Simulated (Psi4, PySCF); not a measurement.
Relaxed torsion scan: C4H9Br, SMILES CCCCBr. Scanned: dihedral C2–C3–C4–Br5; all other coordinates were relaxed at GFN2-xTB. Points at φ and −φ are mirror images.

Atom numbering (GFN2-xTB optimised geometry, Å):
```
14

C      1.9551     0.0159    -0.1332
C      0.5332     0.5462    -0.0046
C     -0.4828    -0.5894     0.0922
C     -1.9072    -0.0922     0.2487
Br    -2.5242     0.8570    -1.3475
H      2.0548    -0.5967    -1.0265
H      2.2182    -0.5916     0.7304
H      2.6619     0.8389    -0.2020
H      0.3006     1.1668    -0.8728
H      0.4582     1.1756     0.8861
H     -0.4102    -1.2210    -0.7966
H     -0.2524    -1.2112     0.9628
H     -2.6073    -0.9146     0.3913
H     -1.9979     0.6162     1.0716
```

- PBE/def2-TZVP // GFN2-xTB (Psi4)
- B3LYP/def2-TZVP // GFN2-xTB (Psi4)
- RHF/STO-3G = PySCF 2.14.0 with restricted Hartree-Fock/STO-3G // GFN2-xTB
- RHF/LANL2DZ = restricted Hartree-Fock/LANL2DZ, with its core potentials past Ne // GFN2-xTB (PySCF 2.14.0)
- B3LYP-D3(BJ)/def2-TZVP // GFN2-xTB (Psi4)
- M06-2X/def2-TZVP // GFN2-xTB (Psi4)

Energies in mEh, each method relative to its own lowest point.

| φ / ° | PBE/def2-TZVP | B3LYP/def2-TZVP | RHF/STO-3G | RHF/LANL2DZ | B3LYP-D3(BJ)/def2-TZVP | M06-2X/def2-TZVP |
|---|---|---|---|---|---|---|
| -150 | 2.5 | 2.6 | 2.9 | 2.9 | 2.6 | 2.9 |
| -120 | 5.1 | 5.3 | 5.8 | 5.8 | 5.3 | 5.7 |
| -90 | 2.2 | 2.4 | 2.9 | 2.7 | 2.0 | 2.2 |
| -60 | 0.5 | 1.0 | 0.7 | 1.5 | 0.1 | 0.0 |
| -30 | 5.3 | 6.0 | 5.3 | 6.9 | 5.1 | 4.8 |
| 0 | 8.8 | 9.7 | 8.7 | 10.7 | 8.8 | 8.5 |
| 30 | 5.3 | 6.0 | 5.3 | 6.9 | 5.1 | 4.8 |
| 60 | 0.5 | 1.0 | 0.7 | 1.5 | 0.1 | 0.0 |
| 90 | 2.2 | 2.4 | 2.9 | 2.7 | 2.0 | 2.2 |
| 120 | 5.1 | 5.3 | 5.8 | 5.8 | 5.3 | 5.7 |
| 150 | 2.5 | 2.6 | 2.9 | 2.9 | 2.6 | 2.9 |
| 180 | 0.0 | 0.0 | 0.0 | 0.0 | 0.0 | 0.0 |

Root-mean-square difference from the M06-2X/def2-TZVP profile, itself a level with limits, after the best constant shift (mEh): PBE/def2-TZVP 0.4, B3LYP/def2-TZVP 0.7, RHF/STO-3G 0.3, RHF/LANL2DZ 0.9, B3LYP-D3(BJ)/def2-TZVP 0.3.
